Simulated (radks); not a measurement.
Species: Ir5+. Configuration: [Xe] 4f14 5d4.

Method: Dirac Kohn-Sham, PBE, spin-unpolarised, spherical densities, point nucleus; open shells are shared between the two j in proportion to 2j + 1; computed with a radial shooting solver on a logarithmic mesh with Libxc functionals.

Energy parts (hartree):
part                       energy
total                 -17852.1836
kinetic                20352.1769
electron-nucleus      -44644.5696
Hartree                 6787.0457
exchange-correlation    -346.8367

Orbitals (lengths in bohr, moments of r in powers of bohr; r(90%) holds 90 % of the orbital's charge):
orbital  occ.  eigenvalue (hartree)  r(90%)
1s1/2       2             -2796.105  0.0318
2s1/2       2             -490.7157   0.114
2p1/2       2             -470.1050   0.100
2p3/2       4             -410.2836   0.111
3s1/2       2             -116.5730   0.279
3p1/2       2             -107.3542   0.271
3p3/2       4             -94.25458   0.292
3d3/2       4             -78.89142   0.265
3d5/2       6             -76.06098   0.271
4s1/2       2             -26.72159   0.608
4p1/2       2             -22.83349   0.620
4p3/2       4             -19.73506   0.668
4d3/2       4             -13.36929   0.706
4d5/2       6             -12.79409   0.722
5s1/2       2              -5.90442    1.38
4f5/2       6              -4.69544   0.858
5p1/2       2              -4.66446    1.51
4f7/2       8              -4.58036   0.870
5p3/2       4              -4.13998    1.63
5d3/2     1.6              -2.42275    2.09
5d5/2     2.4              -2.35911    2.14

The highest occupied level is 5d5/2 at -64.195 eV. For comparison, the ionisation energy in NIST's Atomic Spectra Database is 72 eV (theoretical). In exact Kohn-Sham theory the highest level is minus the ionisation energy, but local and semilocal functionals leave it too shallow, through self-interaction and a potential that decays too fast; potentials with the right tail come closer. The density falls to 0.001 e/bohr^3 at r = 2.99 bohr.

Beside tabulated values, note that spin-unpolarised runs miss the spin-polarisation part of the exchange energy of open shells.
